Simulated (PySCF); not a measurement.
CH5AsGeN2.
SMILES: `N#[C][Ge@H]([NH2])[AsH2]`

Jobs on this species (10 atoms, 90 electrons) with PySCF (density fitting). Hardware of each: an x86-64 server with one thread, on a shared host. Times come from a shared host and carry two figures at best.

```json
{"level and settings": "PBE0/def2-SVP", "work": "10 singlets by full TDDFT, 4 Tamm–Dancoff triplets, polarisability", "basis functions": "131", "SCF cycles": "?", "wall time": "?"}
{"level and settings": "BHandHLYP/def2-SVPD", "work": "10 singlets by full TDDFT, 4 Tamm–Dancoff triplets, polarisability, ΔSCF ions", "basis functions": "176", "SCF cycles": "?", "wall time": "?"}
{"level and settings": "PBE/def2-SVPD", "work": "10 singlets by full TDDFT, 4 Tamm–Dancoff triplets, polarisability, ΔSCF ions", "basis functions": "176", "SCF cycles": "?", "wall time": "?"}
{"level and settings": "PBE0/6-31G*", "work": "10 singlets by full TDDFT, 4 Tamm–Dancoff triplets, polarisability", "basis functions": "116", "SCF cycles": "12", "wall time": "12 s"}
{"level and settings": "PBE0-D3(BJ)/def2-SVP, grid level 1", "work": "geometry optimisation from a GFN2-xTB start", "basis functions": "131", "SCF cycles": "95", "wall time": "2.1 min"}
{"level and settings": "PBE0/def2-SVPD", "work": "10 singlets by full TDDFT, 4 Tamm–Dancoff triplets, polarisability, ΔSCF ions", "basis functions": "176", "SCF cycles": "12", "wall time": "81 s"}
{"level and settings": "PBE0/def2-TZVP", "work": "10 singlets by full TDDFT, 4 Tamm–Dancoff triplets, polarisability", "basis functions": "219", "SCF cycles": "12", "wall time": "32 s"}
{"level and settings": "PBE0/def2-TZVPD", "work": "10 singlets by full TDDFT, 4 Tamm–Dancoff triplets, polarisability", "basis functions": "264", "SCF cycles": "12", "wall time": "49 s"}
{"level and settings": "PBE0/aug-cc-pVDZ", "work": "10 singlets by full TDDFT, 4 Tamm–Dancoff triplets, polarisability", "basis functions": "186", "SCF cycles": "12", "wall time": "26 s"}
```

**Question.** Fill in the missing figures.

**Answer.** 
- PBE0/def2-SVP; 10 singlets by full TDDFT, 4 Tamm–Dancoff triplets, polarisability: 14 s, 12 SCF cycles
- BHandHLYP/def2-SVPD; 10 singlets by full TDDFT, 4 Tamm–Dancoff triplets, polarisability, ΔSCF ions: 1.7 min, 12 SCF cycles
- PBE/def2-SVPD; 10 singlets by full TDDFT, 4 Tamm–Dancoff triplets, polarisability, ΔSCF ions: 2.0 min, 14 SCF cycles

**Question.** What do all jobs in the table cost together?

**Answer.** About 9.4 min; the longest takes about 22 % of that, and about 10 times as long as the shortest.
